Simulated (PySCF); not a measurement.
Species: C₈H₁₀Ge.
Numbering: `[CH:1]#[C:2][C:3]1=[C:4]([CH2:5][CH3:6])[CH:7]=[CH:8][GeH2:9]1`

Method used: delta-SCF UKS SCAN, pcX-2 on the ionised atom, pcseg-1 elsewhere, spin-free X2C (PySCF 2.14.0). Vertical ΔSCF values, vacuum level as zero.

Some binding energies are withheld.

```csv
atom(s),bonded to,level,binding energy (eV)
C1,C (triple bond) and H,C 1s,289.37
C2,C (triple bond) and C,C 1s,?
C3,"C (double bond), C and Ge",C 1s,289.99
C4,C (double bond) and 2 C,C 1s,?
C5,2 C and 2 H,C 1s,?
C6,C and 3 H,C 1s,290.51
C8,"C (double bond), H and Ge",C 1s,289.47
```

What is the C 1s binding energy of C5?

290.57 eV (allylic carbon). The nearest listed C 1s value is that of C6; the shift against it is +0.06 eV.

What is the C 1s binding energy of C2?

290.27 eV (alkyne carbon). The nearest listed C 1s value is that of C6; the shift against it is -0.24 eV.

What is the C 1s binding energy of C4?

290.21 eV (fully substituted alkene carbon). The nearest listed C 1s value is that of C3; the shift against it is +0.22 eV.

Lowest listed C 1s: C1, bonded to C (triple bond) and H. Highest, 1.20 eV above it: C5, bonded to 2 C and 2 H. The widest gap between neighbouring values is 0.52 eV, between 289.47 and 289.99 eV.

Which photon energy gives electrons from C 1s of C3 a kinetic energy of 100 eV, and what is their de Broglie wavelength?

hν = 289.99 + 100 = 389.99 eV, recoil neglected; λ = 12.264 Å/√(E/eV) = 1.23 Å.

The list is incomplete; no value stands for C 1s of C7 (hole states with ⟨S²⟩ of 1 or more are left out). The unrestricted hole states depart most from a pure doublet (⟨S²⟩ = 0.75; over 0.85 named) for C 1s of C1 (0.87), C 1s of C2 (0.99), C 1s of C3 (0.89), C 1s of C4 (0.99) and C 1s of C8 (0.90), which makes these values less certain. No level of germanium is listed. The structure is a single PBE0-D3(BJ)/def2-SVP conformer in the gas phase; no vibrational or solvent corrections.

Conformer computed: `[CH:1]#[C:2][C:3]1=[C:4]([CH2:5][CH3:6])[CH:7]=[CH:8][GeH2:9]1`: C3–C4–C5–C6 -101°.
